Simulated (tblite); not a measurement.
C₂H₆BFN (doublet state).
Atom-mapped SMILES: `[NH:1][BH:2][CH2:3][CH2:4][F:5]` (hydrogens: H6 on N1; H7 on B2; H8, H9 on C3; H10, H11 on C4)

Computed with GFN2-xTB (tblite), gas phase: L-BFGS steps from a force-field or distance-geometry start until the largest atomic force falls under 0.01 eV/Å.

Step 19: E = -439.9114 eV
```
atom  x, y, z in Å  |  force x, y, z in eV/Å
N1      1.8965   -0.2457   -0.9385   -0.023  -0.037   0.005
B2      1.2050   -0.3937    0.1512    0.006  -0.005   0.005
C3     -0.0979    0.5230    0.5766    0.100  -0.062  -0.049
C4     -1.2982   -0.1199   -0.0885    0.003   0.052   0.041
F5     -2.4471    0.5740    0.2359   -0.043   0.011  -0.027
H6      2.1789    0.1059   -1.8217    0.017   0.094  -0.027
H7      1.4201   -1.2728    0.8978    0.038  -0.038   0.111
H8      0.0336    1.5454    0.2260   -0.042  -0.052  -0.004
H9     -0.2201    0.5313    1.6594   -0.006  -0.010  -0.090
H10    -1.2116   -0.0960   -1.1807   -0.056  -0.010   0.072
H11    -1.4537   -1.1487    0.2566    0.006   0.058  -0.038
```

Step 20: E = -439.9136 eV
```
atom  x, y, z in Å  |  force x, y, z in eV/Å
N1      1.9064   -0.2507   -0.9373   -0.059  -0.057   0.064
B2      1.2082   -0.4001    0.1484   -0.010   0.060   0.013
C3     -0.0968    0.5194    0.5712    0.090  -0.045  -0.035
C4     -1.3012   -0.1197   -0.0899    0.024   0.046   0.045
F5     -2.4443    0.5806    0.2413   -0.043  -0.005  -0.042
H6      2.1751    0.1140   -1.8184    0.034   0.109  -0.080
H7      1.4238   -1.2676    0.9059    0.044  -0.069   0.111
H8      0.0295    1.5447    0.2255   -0.014  -0.075  -0.024
H9     -0.2190    0.5276    1.6542    0.004  -0.022  -0.087
H10    -1.2183   -0.0976   -1.1824   -0.065   0.001   0.070
H11    -1.4580   -1.1480    0.2557   -0.005   0.057  -0.034
```

Step 21: E = -439.9162 eV
```
atom  x, y, z in Å  |  force x, y, z in eV/Å
N1      1.9178   -0.2586   -0.9363   -0.081  -0.050   0.077
B2      1.2124   -0.4075    0.1454   -0.002   0.085   0.045
C3     -0.0934    0.5138    0.5632    0.032  -0.011  -0.012
C4     -1.3046   -0.1184   -0.0909    0.030   0.022   0.029
F5     -2.4413    0.5892    0.2477   -0.030  -0.018  -0.047
H6      2.1703    0.1270   -1.8137    0.035   0.098  -0.085
H7      1.4296   -1.2617    0.9186    0.043  -0.071   0.073
H8      0.0241    1.5423    0.2241    0.035  -0.077  -0.058
H9     -0.2174    0.5222    1.6454    0.023  -0.035  -0.049
H10    -1.2284   -0.0997   -1.1832   -0.065   0.021   0.038
H11    -1.4636   -1.1459    0.2538   -0.020   0.036  -0.011
```

Problem. Estimate the geometry and energy of step 22. (The exact step hangs on the optimiser's Hessian estimate; all steps are aligned on step 21, rigid shifts and turns removed.)

Solution. E = -439.9177 eV, largest force 0.115 eV/Å
```
atom  x, y, z in Å  |  force x, y, z in eV/Å
N1      1.9205   -0.2644   -0.9371   -0.072  -0.029   0.056
B2      1.2147   -0.4104    0.1452    0.019   0.052   0.073
C3     -0.0904    0.5104    0.5585   -0.025   0.009   0.005
C4     -1.3058   -0.1170   -0.0907    0.015  -0.005   0.001
F5     -2.4404    0.5934    0.2498   -0.015  -0.016  -0.035
H6      2.1683    0.1363   -1.8100    0.024   0.075  -0.060
H7      1.4337   -1.2594    0.9269    0.036  -0.043   0.028
H8      0.0218    1.5395    0.2221    0.067  -0.051  -0.079
H9     -0.2160    0.5188    1.6394    0.033  -0.035  -0.002
H10    -1.2347   -0.1008   -1.1822   -0.053   0.034  -0.003
H11    -1.4662   -1.1438    0.2521   -0.029   0.009   0.016
```

The energy changes by -0.0016 eV. The first-order estimate −F·Δx gives -0.0022 eV and the mean of the old and new forces, exact on a quadratic surface, -0.0015 eV. The step makes an angle of 69° with the force vector and moves no atom by more than 0.010 Å.

The cost below is that of the whole relaxation. The run took 0.25 s wall on one thread of an Arm Neoverse V2, no GPU, shared host with 64 logical CPUs at a one-minute load of 28.
